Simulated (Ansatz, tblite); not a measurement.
Forces on cis-NiH2(NH3)2 (NiN2H8) at its B3LYP-D4/def2-SVP geometry. The state is a singlet with charge 0.

The xTB rows come from tblite. The restricted singlet is unstable towards broken spin symmetry in Hartree–Fock (as tested in another run); at PBE-D4/def2-TZVP this wasn't settled.

GFN1-xTB (tblite), largest force 0.98 eV/Å:

```xyz
11
positions Å, forces eV/Å
N    -0.885   -1.302   -0.178   -0.337   -0.309   -0.205
N     0.371    1.437   -0.554   -0.017    0.400   -0.299
Ni    0.484   -0.127    0.689    0.560   -0.148    0.796
H     1.512    0.591    1.458   -0.317   -0.193   -0.255
H     0.704   -1.173    1.700   -0.090    0.301   -0.324
H    -0.415   -2.184   -0.400   -0.373    0.476    0.078
H    -1.406   -1.017   -1.012    0.317   -0.183    0.515
H    -1.571   -1.531    0.545    0.333    0.073   -0.502
H     1.317    1.597   -0.909   -0.589   -0.005    0.135
H     0.152    2.254    0.022    0.121   -0.408   -0.432
H    -0.263    1.456   -1.359    0.392   -0.003    0.493
```

GFN2-xTB (tblite), largest force 0.80 eV/Å:

```
N -0.398 -0.339 -0.258
N -0.039 0.452 -0.364
Ni 0.455 -0.120 0.647
H -0.338 -0.438 -0.109
H 0.094 0.503 -0.239
H -0.001 0.113 -0.033
H 0.221 0.077 0.217
H 0.031 0.089 -0.063
H -0.082 -0.075 -0.012
H -0.050 -0.096 -0.037
H 0.107 -0.164 0.250
```

PBE-D4/def2-TZVP (Ansatz), largest force 0.25 eV/Å:

```
N -0.053 -0.151 0.037
N 0.078 0.142 -0.001
Ni -0.143 0.037 -0.206
H -0.013 -0.184 0.115
H 0.141 0.151 0.068
H 0.095 -0.046 -0.040
H -0.002 0.089 -0.064
H -0.063 0.040 0.087
H 0.098 -0.049 -0.041
H -0.063 0.040 0.088
H -0.075 -0.069 -0.044
```
